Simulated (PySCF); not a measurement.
Checking a proposed structure

A compound C$_{4}$H$_{12}$N$_{2}$Si$_{3}$ gives the data below (simulated from a calculation) and was assigned the structure `N#C[C@H]1C[Si@@H](N([SiH3])[SiH3])C1`.

13C{1H} NMR (computed): δ 145.5 (C), 128.5 (CH), 111.5 (CH), 109.2 (CH).

1H NMR (400 MHz, computed): δ 6.52 (m, 1H), 6.35 (m, 1H), 6.33 (m, 1H), 5.09 (s, 3H), 4.90 (s, 6H).

A single conformation, fast rotation and ring inversion assumed for equivalent nuclei, no solvent, relativity neglected. PBE0/pcSseg-1 with gauge-including orbitals; structure optimised with GFN2-xTB; PySCF.

Chemical shifts δ = σref − σ; 1H (σref 31.72), 13C (σref 186.93) vs TMS, all at this level.

Task: Compare with the shifts computed for the proposed structure, pairing carbons in order of shift.

Result: Mapped SMILES: `[N:1]#[C:2][C@H:3]1[CH2:4][Si@@H:5]([N:6]([SiH3:7])[SiH3:8])[CH2:9]1`. Hydrogens are named by the atom that carries them.

| atom | computed for proposal | given list | difference |
| --- | --- | --- | --- |
| C2 | 129.1 | 145.5 | -16.4 |
| C4 | 28.1 | 128.5 | -100.4 |
| C9 | 28.1 | 111.5 | -83.4 |
| C3 | 14.5 | 109.2 | -94.7 |

The rms difference is 81.1 ppm and the largest -100.4 ppm at C4 (sp3 CH2 bonded to Si). The proposal also would give 3 carbon signals, not 4. The carbon types in order of shift don't match either: C, CH2, CH2, CH for the proposal against C, CH, CH, CH in the data. The proposal doesn't fit.

Task: Which isomer fits?

Result: SMILES [SiH3]N([SiH3])c1ccn([SiH3])c1.

Carbon types of the structure: 1 × C, 3 × CH, leaving 9 H on heteroatoms. δC 145.5: aromatic carbon bearing nitrogen; the electronegative substituent deshields the carbon that carries it. δC 128.5, 111.5: aromatic CH next to a ring nitrogen. δC 109.2: aromatic CH; resonance donation from the substituent shields this position. δH 6.52, 6.33: hydrogen on an aromatic CH next to a ring nitrogen.

Other isomers checked: N#C[Si]1(N([SiH3])[SiH3])CCC1 (rms 83.2 ppm).

This is the structure that produced the data.

Shifts are as computed. Against solution values, carbons near 30 ppm lie about +3 ppm off and those near 130 ppm about +5 ppm. Of 1309 compounds with measured shifts, 239 miss one by over three times the rms of a fit or turn the order of signals round; such compounds aren't used in these exercises. Multiplicities follow the n + 1 count of equivalent neighbours, as no J values were calculated; m marks all less simple cases, F and P coupling included.
